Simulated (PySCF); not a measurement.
GeHClBr₂, SMILES [Br][GeH]([Cl])[Br]. Geometry: B3LYP-D3(BJ)/def2-SVP.

Task: Give the equilibrium geometry at B3LYP-D3(BJ)/def2-SVP (PySCF confirms it by a frequency run) as Cartesian coordinates in Å, and its point group. (An estimate is asked for; the answer gives what the named calculation found.)

Result: point group Cs.
```xyz
5

Ge     0.5160    -0.3907     0.0000
Cl    -0.4099    -2.3402     0.0000
Br    -0.1655     0.7548    -1.8830
Br    -0.1655     0.7548     1.8830
H      2.0403    -0.5461     0.0000
```
